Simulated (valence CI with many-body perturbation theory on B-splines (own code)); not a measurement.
# Energy levels of Lu XLI

Computed by relativistic CI+MBPT: three valence electrons over a frozen Dirac-Fock core [Ar] 3d10, radial functions for each j: 11 s, 11 p, 10 d, 8 f, 5 g, 2 h, with the one-electron correlation potential Σ1, the two-electron term Σ2, the three-electron term Σ3, Breit, model QED; selected CI, second order for the rest, scaled by the run's own slope (own B-spline code, finite nucleus).

The last digits are not significant, and no measured levels were compared; by estimate large intervals hold to a few tenths of a per cent, small ones and those within an open d or f shell to about a per cent.

Levels 136 to 180 of 196, with energies above the lowest level, (4s^2 4p1/2) J=1/2. "Leading %" is the weight of the configuration and term that name the level; weights of strongly mixed levels are sums over their largest components and can fall short. In the jj column 3d3/2^4 stands for four electrons in 3d with j = 3/2.

```
No.  Configuration  Term     J  E (eV)  Leading %      g                Leading jj
136         4p2 4f   2F°   7/2  663.37         35  1.206  4p1/2 4p3/2 4f7/2 (39 %)
137         4p2 4f   4D°   3/2  663.38         35  1.144  4p1/2 4p3/2 4f5/2 (61 %)
138         4p2 4f   2D°   5/2  663.65         41  1.200  4p1/2 4p3/2 4f7/2 (50 %)
139         4p2 4f   2P°   1/2  664.00         54  0.389  4p1/2 4p3/2 4f5/2 (93 %)
140         4p2 4f   2F°   5/2  673.43         44  0.943  4p1/2 4p3/2 4f7/2 (66 %)
141         4p2 4f   2G°   9/2  673.54         34  1.015  4p1/2 4p3/2 4f7/2 (35 %)
142         4p 4d2   2P°   1/2  674.08         73  0.664      4p1/2 4d5/2^2 (92 %)
143         4p2 4f   2D°   3/2  674.79         39  1.057  4p1/2 4p3/2 4f7/2 (62 %)
144         4p2 4f   2F°   7/2  677.75         20  1.064  4p1/2 4p3/2 4f7/2 (29 %)
145       4s 4d 4f   2G°   7/2  700.18         25  0.909     4s 4d3/2 4f5/2 (55 %)
146       4s 4d 4f   4F°   5/2  701.85         18  0.978     4s 4d3/2 4f5/2 (50 %)
147       4s 4d 4f   4H°   7/2  702.19         66  0.782     4s 4d3/2 4f5/2 (73 %)
148       4s 4d 4f   4F°   3/2  703.36         36  0.723     4s 4d3/2 4f5/2 (47 %)
149       4s 4d 4f   4H°   9/2  704.01         53  1.004     4s 4d3/2 4f5/2 (80 %)
150       4s 4d 4f   4F°   9/2  707.97         22  1.179     4s 4d3/2 4f7/2 (61 %)
151         4p 4d2   2D°   3/2  708.02         16  0.903      4p3/2 4d3/2^2 (57 %)
152       4s 4d 4f   4F°   7/2  708.03         44  1.162     4s 4d3/2 4f7/2 (72 %)
153         4p 4d2   4D°   1/2  708.85         67  0.312      4p3/2 4d3/2^2 (84 %)
154       4s 4d 4f   4F°   3/2  709.67         26  0.965     4s 4d3/2 4f5/2 (43 %)
155       4s 4d 4f   4H°  11/2  710.34         54  1.164     4s 4d3/2 4f7/2 (63 %)
156       4s 4d 4f   4F°   5/2  710.46         48  1.139     4s 4d3/2 4f7/2 (58 %)
157       4s 4d 4f   4H°   9/2  711.09         33  1.050     4s 4d3/2 4f7/2 (37 %)
158       4s 4d 4f   2D°   5/2  711.96         21  1.148     4s 4d3/2 4f5/2 (44 %)
159       4s 4d 4f   2G°   7/2  712.08         24  1.075  4p3/2 4d3/2 4d5/2 (36 %)
160       4s 4d 4f   4G°   5/2  713.65         29  0.960     4s 4d3/2 4f5/2 (34 %)
161       4s 4d 4f   4F°   9/2  714.40         20  1.117     4s 4d3/2 4f7/2 (38 %)
162         4p 4d2   4G°  11/2  714.94         29  1.166  4p3/2 4d3/2 4d5/2 (46 %)
163       4s 4d 4f   4G°   5/2  715.90         26  0.974  4p3/2 4d3/2 4d5/2 (36 %)
164       4s 4d 4f   2D°   3/2  716.96         21  1.112     4s 4d3/2 4f7/2 (50 %)
165         4p 4d2   2F°   7/2  717.17         23  1.137  4p3/2 4d3/2 4d5/2 (52 %)
166       4s 4d 4f   2D°   5/2  717.57         24  1.089  4p3/2 4d3/2 4d5/2 (39 %)
167       4s 4d 4f   4F°   7/2  718.31         29  1.173  4p3/2 4d3/2 4d5/2 (33 %)
168         4p 4d2   2S°   1/2  719.16         23  1.271  4p3/2 4d3/2 4d5/2 (53 %)
169         4p 4d2   4D°   3/2  719.76         24  1.279  4p3/2 4d3/2 4d5/2 (53 %)
170         4p 4d2   2H°  11/2  719.80         24  1.167      4p3/2 4d5/2^2 (38 %)
171       4s 4d 4f   4D°   1/2  720.30         42  0.772     4s 4d3/2 4f5/2 (48 %)
172       4s 4d 4f   4G°   7/2  720.33         28  1.104  4p3/2 4d3/2 4d5/2 (36 %)
173       4s 4d 4f   4H°  13/2  721.83        100  1.227    4s 4d5/2 4f7/2 (100 %)
174       4s 4d 4f   4D°   3/2  723.21         32  1.454     4s 4d3/2 4f5/2 (30 %)
175       4s 4d 4f   4P°   5/2  723.92         42  1.368     4s 4d3/2 4f7/2 (38 %)
176       4s 4d 4f   4F°   9/2  724.90         51  1.228     4s 4d5/2 4f7/2 (85 %)
177       4s 4d 4f   2F°   7/2  725.43         29  1.178     4s 4d5/2 4f7/2 (56 %)
178         4p 4d2   4P°   5/2  726.53         36  1.321      4p3/2 4d5/2^2 (27 %)
179       4s 4d 4f   4G°   9/2  727.26         29  1.108     4s 4d5/2 4f5/2 (46 %)
180       4s 4d 4f   2D°   3/2  727.43         36  0.872     4s 4d5/2 4f5/2 (42 %)
```

Where two levels of one J and parity lie close, their mixing, g and order are uncertain.
